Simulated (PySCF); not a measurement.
Below is a simulated gas-phase Si 2p photoelectron spectrum of `CN[Si@H](C)O`.

Every computed line was given a Gaussian of 0.4 eV full width at half maximum and an area set by the number of equivalent atoms (split 2:1 within a doublet); the highest printed point is 100. Method used: delta-SCF UKS SCAN, pcX-2 on the ionised atom, pcseg-1 elsewhere, spin-free X2C in PySCF 2.14.0.

```json
{"binding energy (eV)": "106.3", "intensity": "0"}
{"binding energy (eV)": "106.4", "intensity": "3"}
{"binding energy (eV)": "106.5", "intensity": "11"}
{"binding energy (eV)": "106.6", "intensity": "32"}
{"binding energy (eV)": "106.7", "intensity": "66"}
{"binding energy (eV)": "106.8", "intensity": "97"}
{"binding energy (eV)": "106.9", "intensity": "100"}
{"binding energy (eV)": "107.0", "intensity": "74"}
{"binding energy (eV)": "107.1", "intensity": "42"}
{"binding energy (eV)": "107.2", "intensity": "26"}
{"binding energy (eV)": "107.3", "intensity": "32"}
{"binding energy (eV)": "107.4", "intensity": "46"}
{"binding energy (eV)": "107.5", "intensity": "51"}
{"binding energy (eV)": "107.6", "intensity": "41"}
{"binding energy (eV)": "107.7", "intensity": "23"}
{"binding energy (eV)": "107.8", "intensity": "9"}
{"binding energy (eV)": "107.9", "intensity": "3"}
{"binding energy (eV)": "108.0", "intensity": "1"}
```

Question: How many maxima does the curve show, and how many computed lines lie under it?

Answer: The curve has 2 maxima (at 106.9 and 107.5 eV). Under it lie 2 lines from 1 inequivalent silicon site, drawn as a 2p3/2, 2p1/2 pair.

Question: Decompose the envelope and assign each component. Numbering: `[CH3:1][NH:2][Si@H:3]([CH3:4])[OH:5]`.

Answer: 
| position (eV) | relative area | line | atoms | environment |
| --- | --- | --- | --- | --- |
| 106.86 | 0.67 | Si 2p3/2 | Si3 | oxygen-bound silicon |
| 107.48 | 0.33 | Si 2p1/2 | Si3 | oxygen-bound silicon |

Question: What are the centre and the root-mean-square width of the whole band?

Answer: The area-weighted mean of the lines is 107.07 eV. Their own spread about it is 0.29 eV (rms) and each Gaussian has σ = 0.4/2.355 = 0.17 eV; the variances add, which gives 0.34 eV.

Shake-up satellites, vibrational structure and lifetime widths aren't simulated. 2p3/2 and 2p1/2 are the ΔSCF energy of one spin-free 2p hole plus the eigenvalues of a spin–orbit and ligand-field matrix of the shell. 2p1/2 minus 2p3/2 (ligand field included): Si 0.63 eV. One conformer (not necessarily the lowest) at the GFN2-xTB geometry, without solvent, vibrations or thermal averaging.

Conformer computed: `[CH3:1][NH:2][Si@H:3]([CH3:4])[OH:5]`: C1–N2–Si3–C4 -54°, H–O5–Si3–N2 58°.
